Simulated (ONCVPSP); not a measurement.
# What one change does to a pseudopotential (carbon (C), ONCV)

ONCVPSP 4.0.1 input, shortened (lines: element, Z, core and valence counts, functional; n l f; lmax; l rc ep ncon nbas qcut; lloc lpopt rc5 dvloc0; l nproj debl; icmod fcfact rcfact), LDA (Perdew-Zunger), scalar-relativistic:

```
  C 6.00    1    2        3      upf
    1    0    2.00
    2    0    1.50
    2    1    2.50
    2
    0    0.80    0.00    3    7    9.30
    1    2.70    0.00    4    8    4.80
    2    2.20    0.42    3    7    4.00
    4    5    0.60    0.00
    0    2    3.50
    1    2    3.30
    2    3    0.40
    3    4.00    1.70
```

Change: all radii but the core radius scaled by about 1.15 (s 0.92, p 3.10, d 2.54 bohr); local potential polynomial inside 0.70 bohr (lpopt 5, dvloc0 0 Ha).

Cutoffs: the cutoffs (Ha) at which the residual kinetic energy of the hardest occupied pseudo-wave falls to 1 and 0.1 mHa per electron; they do not see the model core or the augmentation charge, which bear on the density cutoff. Errors are all-electron minus pseudo energies relative to the spin-unpolarised reference configuration.

Task: How do hardness, ghosts and transferability respond?

Result: The potential gets neither clearly harder nor softer (20 Ha and 243 Ha → 21 Ha and 27 Ha); the bound ghost in p, s disappears; of the 4 tests that both files solve, the error grows in 4 and shrinks in 0 by more than 15 % and 0.3 meV (median size 674.8 → 919.7 meV). More of the atom is replaced by a form fitted at one configuration, so other configurations suffer.

| quantity | base | changed |
| --- | --- | --- |
| cutoff, loose | 20 Ha | 21 Ha |
| cutoff, tight | 243 Ha | 27 Ha |
| loose cutoff by channel | s 20 Ha, p 8.3 Ha | s 21 Ha, p 7.3 Ha |
| bound ghosts | s, p | none |
| GHOST(+) flags under 300 eV | none | none |
| error for 2s2 2p2, meV [ΔE -4.12 eV] | -4.1 | -9.5 |
| error for 2s2 2p1, meV [ΔE 6.87 eV] | +193 | +267 |
| error for 2s2 2p0, meV [ΔE 31.13 eV] | +1156 | +1573 |
| error for 2s1 2p0, meV [ΔE 79.10 eV] | +2147 | +2939 |
| rms error of d²Exc/dni dnj with the model core, mHa | 1.20 | 1.22 |

 A true bound ghost makes a file unfit for plane-wave use even where its test errors are small: the radial tests pick states by their node count and pass the ghost by.
